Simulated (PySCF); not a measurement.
GaH₂, SMILES [GaH2], multiplicity 2. Geometry: B3LYP-D3(BJ)/def2-TZVPD. The spin state was assumed, not searched. The isomer is the one that the SMILES or the coordinates give; other isomers of the formula were not compared.

Computed with B3LYP-D3(BJ)/def2-TZVPD (PySCF).

Harmonic wavenumbers (cm⁻¹): 733, 1755, 1829. Rotational constants (GHz): 402.2, 130.4, 98.49; symmetry number 2.

Problem. Work out the zero-point energy and the ideal-gas rigid-rotor harmonic-oscillator thermochemistry at 298.15 K and 1 atm.

Solution. ZPE = ½ Σ hcν = ½ × 4317 cm⁻¹ = 6.17 kcal/mol. H − E(el) = 8.61 kcal/mol. Entropy in cal/(mol K): translation 38.73, rotation 13.42, vibration 0.28, spin 1.38, total 53.80. G − E(el) = -7.43 kcal/mol. Cp = 8.77 cal/(mol K).
